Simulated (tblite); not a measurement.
C3H6Cl2GaN.
Atom-mapped SMILES: `[CH3:1][C:2]#[C:3][Ga-:4]([NH3+:5])([Cl:6])[Cl:7]` (hydrogens: H8, H9, H10 on C1; H11, H12, H13 on N5)

Geometry (GFN2-xTB, Å), atoms numbered from 1 in this order:
```
atom  x, y, z in Å
C1    -3.0039   -0.7930   -0.0227
C2    -1.6958   -0.1806    0.0762
C3    -0.5817    0.2862    0.1465
Ga4    1.0785    1.3012    0.3227
N5     2.5506   -0.3510   -0.0234
Cl6    1.6701    1.8472    2.2608
Cl7    1.6175    2.5423   -1.2811
H8    -3.7186   -0.0711   -0.4163
H9    -2.9668   -1.6522   -0.6918
H10   -3.3373   -1.1200    0.9617
H11    2.4563   -1.0843    0.6766
H12    2.4367   -0.7633   -0.9473
H13    3.4900    0.0391    0.0418
```

All values are computed: GFN2-xTB (tblite) harmonic vibrations without scaling, gas phase. The method is semi-empirical: single wavenumbers can be off by several per cent or more. The optimisation stopped once no atom felt more than 0.01 eV/Å.

Lowest wavenumbers of the output (negative numbers stand for imaginary wavenumbers):
```
mode    cm-1
  1     -33.2
  2      43.7
  3      50.6
  4      80.0
  5      92.1
  6      96.2
  7     109.1
  8     175.2
```

Q: Is this structure a minimum?

A: Not by this Hessian. 1 mode is imaginary beyond 20i (33i cm⁻¹), so at this level the point lies at or near a first-order saddle. The curvature is small, so loose convergence or finite differences may be the whole cause.

Q: Which atoms move in the imaginary mode?

A: 33i: H10 (methyl hydrogen) 33 %, H9 (methyl hydrogen) 33 %, H8 (methyl hydrogen) 33 %. These are shares of the mass-weighted motion.

Q: What is the remedy?

A: Step along that mode in both directions, optimise again with tighter thresholds and repeat the frequencies. The zero-point energy of this point (52.2 kcal/mol) counts the 32 real modes alone, and thermal corrections from it aren't those of a minimum.
